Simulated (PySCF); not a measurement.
Deuteron quadrupole couplings in `N[SiH](P)P`

Compound: H7NP2Si.
Geometry (PBE0-D3(BJ)/def2-SVP, Å), atoms numbered from 1 in this order:
```xyz
11
H7NP2Si angstrom
N     -0.5079   -1.2899    1.0301
Si    -0.2361   -0.3381   -0.3905
P      2.0085   -0.0970   -0.5335
P     -1.3082    1.6494   -0.2497
H     -1.4518   -1.4167    1.3790
H      0.0500   -2.1248    1.1797
H     -0.6702   -0.9370   -1.6990
H      1.9334    0.7298   -1.6959
H      2.0576    1.0040    0.3759
H     -2.5942    1.0569   -0.0353
H     -1.0335    1.7777    1.1473
```

Level: PBE0/pcSseg-1 (PySCF, non-relativistic); Q(2H) = 0.00286 b; rigid geometry, the same for H and D, with no vibrational averaging.

Question: Rank these positions by the coupling χzz of a deuteron there, largest first.
A. H11 (P–H hydrogen)
B. H7 (Si–H hydrogen)
C. H5 (N–H hydrogen)

Answer: C (275 kHz), A (114 kHz), B (89 kHz).

Question: Give the electric field gradient Vzz (the principal value of largest size), its asymmetry and the 2H coupling at each hydrogen.

Answer: 
```json
{"atom": "H5", "bonded to": "N1", "bond length (Å)": "1.014", "Vzz (au)": "0.4098", "η": "0.17", "χzz (kHz)": "275"}
{"atom": "H6", "bonded to": "N1", "bond length (Å)": "1.015", "Vzz (au)": "0.4064", "η": "0.18", "χzz (kHz)": "273"}
{"atom": "H7", "bonded to": "Si2", "bond length (Å)": "1.503", "Vzz (au)": "0.1327", "η": "0.00", "χzz (kHz)": "89"}
{"atom": "H8", "bonded to": "P3", "bond length (Å)": "1.428", "Vzz (au)": "0.1700", "η": "0.08", "χzz (kHz)": "114"}
{"atom": "H9", "bonded to": "P3", "bond length (Å)": "1.429", "Vzz (au)": "0.1702", "η": "0.06", "χzz (kHz)": "114"}
{"atom": "H10", "bonded to": "P4", "bond length (Å)": "1.432", "Vzz (au)": "0.1687", "η": "0.07", "χzz (kHz)": "113"}
{"atom": "H11", "bonded to": "P4", "bond length (Å)": "1.429", "Vzz (au)": "0.1692", "η": "0.09", "χzz (kHz)": "114"}
```

Question: Average by the element that carries the hydrogen.

Answer: on N: 274 kHz over 2 positions, mean bond length 1.015 Å; on Si: 89 kHz over 1 position, mean bond length 1.503 Å; on P: 114 kHz over 4 positions, mean bond length 1.430 Å.

Question: A static deuteron (I = 1) shows a doublet split by (3/2)χ, (3/4)χ(1 + η) and (3/4)χ(1 − η) with the field along z, y and x of the gradient. What are these for H10?

Answer: With |χ| = 113.4 kHz and η = 0.071: 170, 91 and 79 kHz, to first order and without motion.

Isolated species at its PBE0-D3(BJ)/def2-SVP geometry (one conformer only). The small basis limits the accuracy of the gradients.
